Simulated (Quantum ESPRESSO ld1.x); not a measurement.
Results of a calculation; reference values are marked as such.
Ionisation of Cu2+, [Ar] 3d9, to Cu3+, [Ar] 3d8, under several functionals. Scalar-relativistic Kohn-Sham, spin-polarised, spherical densities, point nucleus; open shells are filled with parallel spins first; ld1.x of Quantum ESPRESSO 7.5. Known Delta-SCF values: exchange-only LDA 36.702 eV; LDA (Slater exchange, Perdew-Wang correlation) 38.516 eV; LDA (Slater exchange, VWN5 correlation) 38.522 eV. What does LDA (Slater exchange, Perdew-Zunger correlation) + SIC give, and what is its highest occupied eigenvalue?

Answer. 38.814 eV by Delta-SCF; the 3d eigenvalue is -39.346 eV. NIST: 36.84 eV (measured).
